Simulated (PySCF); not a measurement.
Harmonic spectrum computed at B3LYP in the def2-SVP basis family (core potentials from Rb on, PySCF, no spin–orbit coupling):

| symmetry | ω (cm⁻¹) | IR (km/mol) |
| --- | --- | --- |
| a | 135 | 85.3 |
| a | 231 | 70.3 |
| a | 307 | 62.6 |
| a | 379 | 42.8 |
| a | 427 | 40.2 |
| a | 454 | 90.1 |
| a | 780 | 131 |
| a | 820 | 149 |
| a | 840 | 275 |
| a | 950 | 57.7 |
| a | 967 | 90.6 |
| a | 1043 | 103 |
| a | 3739 | 30.6 |
| a | 3753 | 62.9 |
| a | 3827 | 94.3 |

Task: Which molecule gave it? In each, all ligands are bound to the one heavy central atom.
A. Se(OH)₃ (doublet)
B. Tc(OH)₃ (triplet)
C. In(OH)₃ (singlet)
D. P(OH)₃ (singlet)

Result: D. It has C1 symmetry with O–H 0.967 Å, O–H 0.972 Å (×2), P–O 1.650 Å (×2), P–O 1.680 Å.
